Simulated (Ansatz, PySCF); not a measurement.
PbI₂, SMILES [I][Pb][I] (connectivity only; charge and spin as stated), neutral, multiplicity 1. Atoms are numbered in the order given.

```xyz
3

Pb     0.0000     0.0000     1.0131
I      0.0000     2.1816    -0.7838
I      0.0000    -2.1816    -0.7838
```
Charge 0, spin multiplicity 1.

The structure is a stationary point at PBE0-D3(BJ)/def2-SVP. The isomer is the one that the SMILES or the coordinates give; other isomers of the formula were not compared. The def2 effective core potentials stand for the cores of I, Pb; spin–orbit coupling is left out.

Vertical ionisation energy (IE) and electron affinity (EA) in eV. Rows of orbital energies are one-electron estimates. Where ΔSCF, EOM or ADC give a negative EA the extra electron is unbound and the value depends on the basis.

```
level                                                                  IE    EA
-------------------------------------------------------------------  ----  ----
−ε(HOMO), −ε(LUMO), B3LYP/def2-TZVPD (PySCF)                         7.01  3.54
−ε(HOMO), −ε(LUMO), PBE/def2-TZVPD (PySCF)                           6.20  3.90
ΔSCF, PBE0/def2-SVPD (Ansatz), final states of multiplicity 2 and 2     …     …
ΔSCF, PBE/def2-SVPD (Ansatz), final states of multiplicity 2 and 2   8.74  1.63
```

Question: What belongs in the gaps? (An estimate is asked for; the answer gives what the named calculation found.)

Answer: 
- ΔSCF, PBE0/def2-SVPD (Ansatz, an electronic-structure program), final states of multiplicity 2 and 2, IE: 9.02
- ΔSCF, PBE0/def2-SVPD (Ansatz), final states of multiplicity 2 and 2, EA: 1.80

Question: What vertical singlet–triplet gap does ΔSCF give with PBE0/def2-SVPD (Ansatz) and with PBE/def2-SVPD (Ansatz)? (Estimate from the structure and the level; the computed values follow.)

Answer: 2.57 and 2.54 eV (triplet above singlet where positive).
